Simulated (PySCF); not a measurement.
A structure optimised at ωB97X-D3(BJ)/def2-SVP, used in a PySCF frequency run:

```xyz
5

V      0.0000     0.0000    -0.0387
O      0.0000     0.0000    -1.5648
F      1.3985     0.8074     0.4966
F      0.0000    -1.6149     0.4966
F     -1.3985     0.8074     0.4966
```
Charge 0, spin multiplicity 1.

Write its SMILES, formula and point group.

[O]=[V]([F])([F])[F], F3OV, C3v

What are its rotational constants (standard atomic weights)?

3.9603, 3.9603, 3.4002 GHz
